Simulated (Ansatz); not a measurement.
Molecule: sum formula Si₂H₅Cl, charge 0, multiplicity 1. SMILES: [SiH3][SiH2]Cl
Geometry: optimised at B3LYP-D3(BJ)/def2-TZVP (Ansatz, a program for electronic structure).

Property: atomisation energy (electronic, to ground-state atoms), in eV. Valence correlation only, unless marked. Open shells are spin-unrestricted. No spin-orbit coupling. Non-relativistic. The coupled-cluster limit lacks core correlation, which all-electron functionals hold. CBS marks a two-point X^-3 extrapolation of the correlation energy; Hartree-Fock from the larger set (for Q and 5 zeta extrapolated as (X+1)exp(-9√X)).

| level | program | atomisation energy (eV) |
|---|---|---|
| PBE-D3(BJ)/def2-TZVPD | Ansatz + dftd3 | 23.49 |
| PBE-D4/def2-TZVPD | Ansatz + dftd4 | 23.49 |
| revPBE/def2-TZVPD | Ansatz | (withheld) |
| PBE0/def2-TZVP | Ansatz | 23.36 |
| BHLYP-D3(BJ)/def2-TZVPD | Ansatz + dftd3 | 23.64 |
| BHLYP/def2-TZVPD | Ansatz | 23.34 |
| r2SCAN0-D4/def2-TZVPD | Ansatz + dftd4 | 23.70 |
| LC-wPBE/def2-TZVPD | Ansatz | (withheld) |
| B2GP-PLYP/def2-TZVPD | Ansatz | 23.31 |
| RPA@PBE/cc-pV(Q+d)Z | Ansatz | 22.62 |
| CCSD(T)/CBS(cc-pV(Q+d)Z,cc-pV(5+d)Z) | Ansatz | (withheld) |

### Question
Some entries are withheld; supply them.

### Answer

- revPBE/def2-TZVPD, atomisation energy (eV): 22.73
- LC-wPBE/def2-TZVPD, atomisation energy (eV): 23.41
- CCSD(T)/CBS(cc-pV(Q+d)Z,cc-pV(5+d)Z), atomisation energy (eV): 23.91
